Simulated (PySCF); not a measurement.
**Predicted spectroscopic data**

Rapidly exchanging positions averaged, gas phase, a single conformation, no relativistic terms. Shieldings: GIAO PBE0/pcSseg-1; geometry: GFN2-xTB; PySCF.

Scale: 1H (σref 31.72) and 13C (σref 186.93) vs TMS (reference shieldings calculated alike). Splittings of carbon signals by F and P are missing where no couplings were computed. Where no couplings were computed, multiplicities follow the n + 1 count of equivalent neighbours, and m marks all less simple cases (inequivalent or close neighbours, rings, F or P nearby). Shifts are as computed. Against solution values, carbons near 30 ppm lie about +3 ppm off and those near 130 ppm about +5 ppm; carbons on Cl a further +6 ppm. Of 1211 compounds with measured shifts, 218 miss one by over three times the rms of a fit or turn the order of signals round; such compounds aren't used in these exercises. Carbons bonded to Cl come out too deshielded.

Compound 1 (C$_{5}$H$_{10}$F$_{2}$O$_{2}$). 1H NMR (600 MHz, computed): δ 4.94 (m, 1H), 3.85 (s, 3H), 3.74 (s, 3H), 1.54 (m, 3H). 13C{1H} NMR (computed): δ 127.6 (C), 90.5 (CH), 54.2 (CH3), 51.8 (CH3), 17.7 (CH3). Structure: SMILES COC(F)(OC)[C@H](C)F.

Compound 2 (C$_{7}$H$_{8}$ClP). 1H NMR (600 MHz, computed): δ 8.81 (m, 1H), 7.56 (m, 1H), 2.69 (m, 3H), 2.46 (s, 3H). 13C{1H} NMR (computed): δ 175.4 (C), 161.1 (CH), 149.6 (C), 147.9 (C), 138.3 (CH), 25.5 (CH3), 25.1 (CH3). Structure: `Cc1cc(Cl)cpc1C`.
